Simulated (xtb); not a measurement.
Input for xtb: GFN-FF on H4OSi2 (SMILES O[Si][SiH3]), a point of a torsion scan.

```
$ xtb mol.xyz --gfnff --sp --chrg 0 --uhf 0
7

O      1.95839686     0.07313925     0.14226416
Si     1.59737972    -1.49156469    -0.20912476
Si     0.50960059    -1.60009493    -2.22006058
H      1.50110520     0.76570817     0.60273593
H     -0.02070083    -0.60112418    -3.16940859
H     -0.66130601    -2.46578050    -1.96060378
H      1.40073887    -2.42686966    -3.06071682
```

Output:

```
[...]
           -------------------------------------------------
          |                Calculation Setup                |
           -------------------------------------------------



          ==================== Thresholds ====================
          CN  :   150.00000
          rep :   500.00000
          disp:  2500.00000
          HB1 :   250.00000
          HB2 :   450.00000

          Pauling EN used:
          Z : 1  EN :  2.20
          Z : 8  EN :  3.44
          Z :14  EN :  1.90
          electric field strengths (au): 0.000

           -------------------------------------------------
          |           Force Field Initialization            |
           -------------------------------------------------

          distances ...
          ----------------------------------------
          generating topology and atomic info file ...
          pair mat ...
          computing topology distances matrix with Floyd-Warshall algo ...
          making topology EEQ charges ...
          #fragments for EEQ constrain: 1
          ----------------------------------------
          generating topology and atomic info file ...
          pair mat ...
          computing topology distances matrix with Floyd-Warshall algo ...
          making topology EEQ charges ...
          #fragments for EEQ constrain: 1
          rings ...
          # BATM   14
          # H in HB   4
          doing iterative Hueckel for 1 subsystem(s) ...

  atom   neighbors  erfCN metchar sp-hybrid imet pi  qest     coordinates
    1  O       2    1.92   0.00         3    0    0  -0.451    3.700834    0.138213    0.268840
    2  Si      2    1.89   0.04         2    0    0   0.167    3.018610   -2.818649   -0.395189
    3  Si      4    3.43   0.05         3    0    0   0.023    0.963006   -3.023741   -4.195306
    4  H       1    0.98   0.00         0    0    0   0.219    2.836678    1.446979    1.139006
    5  H       1    0.96   0.01         0    0    0   0.014   -0.039119   -1.135960   -5.989314
    6  H       1    0.95   0.01         0    0    0   0.014   -1.249687   -4.659650   -3.705004
    7  H       1    0.96   0.01         0    0    0   0.014    2.647013   -4.586119   -5.783917

          #atoms :   7
          #bonds :   6
          #angl  :   8
          #tors  :   4
          #nmol  :   1
          #optfrag :   1
           -------------------------------------------------
          |                   G F N - F F                   |
          |          A general generic force-field          |
          |                  Version 1.0.3                  |
           -------------------------------------------------
          Number of HB bonds (bound hydrogen)     24
          Number of HB bonds (unbound hydrogen)   24
          Number of XB bonds                      0

 E+G (total)                   0 d,  0 h,  0 min,  0.000 sec
 distance/D3 list               ...        0 min,  0.000 sec (  0.522%)
 non bonded repulsion           ...        0 min,  0.000 sec (  8.182%)
 dCN                            ...        0 min,  0.000 sec (  2.133%)
 EEQ energy and q               ...        0 min,  0.000 sec (  5.546%)
 D3                             ...        0 min,  0.000 sec (  7.630%)
 EEQ gradient                   ...        0 min,  0.000 sec (  3.646%)
 bonds                          ...        0 min,  0.000 sec (  4.004%)
 bend and torsion               ...        0 min,  0.000 sec (  5.611%)
 bonded ATM                     ...        0 min,  0.000 sec ( 47.730%)
 HB/XB (incl list setup)        ...        0 min,  0.000 sec ( 12.006%)

         :::::::::::::::::::::::::::::::::::::::::::::::::::::
Note: The following floating-point exceptions are signalling: IEEE_UNDERFLOW_FLAG IEEE_DENORMAL
normal termination of xtb
         ::                     SUMMARY                     ::
         :::::::::::::::::::::::::::::::::::::::::::::::::::::
         :: total energy              -0.662487051026 Eh    ::
         :: gradient norm              0.050872011901 Eh/a0 ::
         ::.................................................::
         :: bond energy               -0.649143580447 Eh    ::
         :: angle energy               0.016755068416 Eh    ::
         :: torsion energy             0.000044213473 Eh    ::
         :: repulsion energy           0.039230779527 Eh    ::
         :: electrostat energy        -0.066666184401 Eh    ::
         :: dispersion energy         -0.002702112178 Eh    ::
         :: HB energy                 -0.000000000915 Eh    ::
         :: XB energy                  0.000000000000 Eh    ::
         :: bonded atm energy         -0.000005234500 Eh    ::
         :: external energy            0.000000000000 Eh    ::
         :: add. restraining           0.000000000000 Eh    ::
         :: total charge              -0.000000000000 e     ::
         :::::::::::::::::::::::::::::::::::::::::::::::::::::

           -------------------------------------------------
          |                Property Printout                |
           -------------------------------------------------

molecular dipole:
                 x           y           z       tot (Debye)
 q only:       -0.479      -0.357      -0.085       1.534

           -------------------------------------------------
          | TOTAL ENERGY               -0.662487051026 Eh   |
          | GRADIENT NORM               0.050872011901 Eh/α |
           -------------------------------------------------
########################################################################
[WARNING] Runtime exception occurred
-1- gfnff_setup: Could not read topology file.
########################################################################

------------------------------------------------------------------------
------------------------------------------------------------------------
 total:
 SCF:
```

The run finished.

Cost: about 0.010 core-seconds (a rough figure).
